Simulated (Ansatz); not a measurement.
```yaml
crystal:
  periodic: [false, false, false]
  atoms:
    - {symbol: Sn, position_ang: [-1.040948, -1.311863, 0.791070]}
    - {symbol: H, position_ang: [-0.818660, -0.642442, 2.353202]}
    - {symbol: H, position_ang: [-1.395348, -2.980992, 0.872031]}
    - {symbol: H, position_ang: [-2.267296, -0.451701, -0.045304]}
    - {symbol: S, position_ang: [1.038411, -1.159740, -0.461948]}
    - {symbol: Sn, position_ang: [1.100627, 1.245698, -0.818256]}
    - {symbol: H, position_ang: [2.668220, 1.571297, -1.414158]}
    - {symbol: H, position_ang: [-0.105609, 1.688644, -1.952550]}
    - {symbol: H, position_ang: [0.820602, 2.041109, 0.675914]}
basis:
  gaussian: {orbitals: def2-mTZVP}
hamiltonian: {xc: {name: r2SCAN0}, dispersion: d4}
scf: {omitted_lower_state_checks: [starts]}
output: {forces: true}
```

```sh
$ ansatz run in.yaml --threads 4 --pin off --events-out ev --progress --plain --max-ram 3916MiB
```

Shortened log:

```
Functional definition: r2SCAN0
1274 factors; integrals over basis functions are off by at most 3.0e-4 eV
mean field evaluation 1: about -22597.1614 eV, gradient 1.8e1 eV
mean field evaluation 2: about -22596.7454 eV, gradient 2.2e1 eV
mean field evaluation 4: about -22597.9801 eV, gradient 7.6e-1 eV
mean field evaluation 8: about -22598.0876 eV, gradient 7.4e-2 eV
mean field -22598.08760654 eV, -830.4644020066 hartree, gradient 2.6e-5 eV, S^2 0.000000; 0 other end points of the search recorded, 0 dependent functions left out
reference -22598.08762174 eV, -830.4644025648 hartree; 33, 33 occupied and 79, 79 virtual orbitals, 1274 factors
Total energy: -22598.15524605 eV, -830.4668877124 hartree
Atom 0 at    -1.040948    -1.311863     0.791070 Å, force     0.129822    -0.041261    -0.072518 eV/Å
Atom 1 at    -0.818660    -0.642442     2.353202 Å, force    -0.006862    -0.055533    -0.150588 eV/Å
Atom 2 at    -1.395348    -2.980992     0.872031 Å, force     0.029792     0.144328    -0.005847 eV/Å
Atom 3 at    -2.267296    -0.451701    -0.045304 Å, force     0.125785    -0.067792     0.066347 eV/Å
Atom 4 at     1.038411    -1.159740    -0.461948 Å, force    -0.305245     0.339398     0.134676 eV/Å
Atom 5 at     1.100627     1.245698    -0.818256 Å, force     0.040794    -0.150494     0.000321 eV/Å
Atom 6 at     2.668220     1.571297    -1.414158 Å, force    -0.137884    -0.026254     0.050756 eV/Å
Atom 7 at    -0.105609     1.688644    -1.952550 Å, force     0.106493    -0.055235     0.107881 eV/Å
Atom 8 at     0.820602     2.041109     0.675914 Å, force     0.017305    -0.087157    -0.131027 eV/Å
Dipole moment:    -0.230306     0.258409     0.102070 e Å
Checks for a lower state left out: starts
```

Run time 4.1 s (4 threads of Arm Neoverse V1 on a shared host).

In the def2 sets Sn takes a core potential; there is no spin–orbit coupling.
